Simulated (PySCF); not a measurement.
B3H5N3, SMILES B1NBNB[N]1, multiplicity 2.

Geometry: PBE0-D3(BJ)/def2-SVP. The isomer is the one that the SMILES or the coordinates give; other isomers of the formula were not compared.

Level of theory: PySCF with PBE/def2-TZVP.

Gas-phase values at a fixed geometry.

- total energy: -241.73248 hartree
- point group: C2v
- α spin, highest occupied and lowest empty level: -6.86 and -0.90 eV
- β spin, highest occupied and lowest empty level: -6.72 and -4.92 eV
- dipole moment: 1.32 D
- quadrupole, principal values (traceless, Buckingham form, about the centre of nuclear charge): -3.66, -3.00, 6.66 D·Å
- mean static polarisability: 64.1 bohr³ (9.49 Å³)
- polarisability, principal values: 41.4, 72.0, 78.8 bohr³
- ⟨S²⟩: 0.754 (pure state 0.75)
